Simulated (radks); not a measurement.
The numbers below are computed, except where a source is named.
Zn I, 30 electrons, occupied as [Ar] 3d10 4s2. Code: a radial shooting solver on a logarithmic mesh with Libxc functionals. Model: Dirac Kohn-Sham, PBEsol, spin-unpolarised, spherical densities, point nucleus. Some entries of the table are withheld. Estimate them.

| orbital | occ. | eigenvalue (hartree) | <r^2> (bohr^2) | <r> (bohr) |
|---|---|---|---|---|
| 1s1/2 | 2 | -349.6580 | (1) | 0.05033 |
| 2s1/2 | 2 | -42.51373 | 0.06039 | 0.2261 |
| 2p1/2 | 2 | -37.45087 | 0.04722 | 0.1960 |
| 2p3/2 | 4 | -36.57477 | 0.04874 | 0.1994 |
| 3s1/2 | 2 | (2) | 0.5371 | 0.6814 |
| 3p1/2 | 2 | -3.13464 | 0.5902 | (3) |
| 3p3/2 | 4 | -3.02192 | 0.6086 | (4) |
| 3d3/2 | 4 | (5) | 1.119 | 0.9067 |
| 3d5/2 | 6 | (6) | 1.143 | 0.9154 |
| 4s1/2 | 2 | -0.22042 | 8.203 | 2.642 |

Answer. 
(1) 1s1/2 <r^2> (bohr^2): 0.003409
(2) 3s1/2 eigenvalue (hartree): -4.73647
(3) 3p1/2 <r> (bohr): 0.7064
(4) 3p3/2 <r> (bohr): 0.7173
(5) 3d3/2 eigenvalue (hartree): -0.38156
(6) 3d5/2 eigenvalue (hartree): -0.36845
